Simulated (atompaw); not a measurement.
# Which change was made? (Er, PAW (atompaw))

atompaw 4.2.0.5 input, output lines left out:

```
Er 68
GGA-PBE scalarrelativistic loggrid 2001 logderivrange -8 5 326
6 6 5 4 0 0
6 0 0
6 1 0
5 2 0
4 3 11
0 0 0
c
c
c
c
v
v
c
c
c
v
v
c
c
v
v
3
3.00 2.40 2.30 3.00
n
n
y
2.6
n
y
0.4
n
bloechl besselshape
4 0 vpsmatchnc
```

Cutoffs, loose and tight: the cutoffs (Ry, on a coarse ladder) from which the occupation-weighted sum of valence levels, in a spherical-Bessel basis at the reference potential, stays within 10 and 1 mRy of its value at 400 Ry. They see the waves, projectors and local potential, not the compensation charge or the core.

The base gives: outcome: generated, no UPF (negative core plus compensation charge); cutoff, loose: 60 Ry; cutoff, tight: 80 Ry; bound ghosts: none.

After one change the result is: outcome: generated; cutoff, loose: 60 Ry; cutoff, tight: 80 Ry; bound ghosts: none. Which change was it?
A. local potential bessel scheme, radius 2.30 bohr
B. augmentation besselshape compensation charge, radius 1.72 bohr; PAW radius 3.00 bohr; waves and projectors: bloechl
C. local potential vpsmatchnc scheme with l = 4 at 0 Ry, radius 2.76 bohr

B. The others give: local potential vpsmatchnc scheme with l = 4 at 0 Ry, radius 2.76 bohr → outcome: generated; cutoff, loose: 45 Ry; cutoff, tight: 55 Ry; bound ghosts: none | local potential bessel scheme, radius 2.30 bohr → outcome: generated; cutoff, loose: 30 Ry; cutoff, tight: 40 Ry; bound ghosts: none.
